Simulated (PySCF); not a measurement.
Polarisability and C₆ of Co (cobalt, neutral)

[Ar] 3d7 4s2, high-spin 4F determinant. Calculation: PySCF 2.14, in def2-TZVPPD (6s6p4d2f1g, 67 functions); the non-relativistic Hamiltonian (point nucleus). Coupled (time-dependent) response in atomic units; α is the mean over directions.

```csv
method,mean α (bohr³),C₆ (like pair),S(−4)
UHF,72.86,661.0,3597
PBE,53.75,434.8,1572
PBE0,57.79,483.1,1819
revPBE,55.25,451.6,1682
```

S(−4) is the Cauchy moment in α(ω) = α(0) + S(−4) ω² + …

Reference α: 55 ± 4 bohr³ (recommended; Schwerdtfeger and Nagle, table of static dipole polarizabilities (2023 update)). Published C₆: 408.0 (Chu and Dalgarno (2004); Tang, Norbeck and Certain (1976)).

Hartree-Fock lies above the reference because it lacks correlation, which contracts the outer shell.

α(iu) at PBE:

| u (hartree) | α(iu) (bohr³) |
| --- | --- |
| 0 | 53.75 |
| 0.0500 | 50.13 |
| 0.100 | 41.97 |
| 0.200 | 26.25 |
| 0.300 | 16.79 |
| 0.500 | 8.433 |
| 0.750 | 4.731 |
| 1.00 | 3.192 |
| 1.50 | 1.922 |
| 2.00 | 1.377 |
| 3.00 | 0.8555 |
| 5.00 | 0.4296 |

A single London oscillator, α(iu) = α/(1 + u²/ω²), gives C₆ = (3/4) ω α². Matching the computed C₆ needs ω = 4 × 434.8 / (3 × 53.75²) = 0.201 hartree.
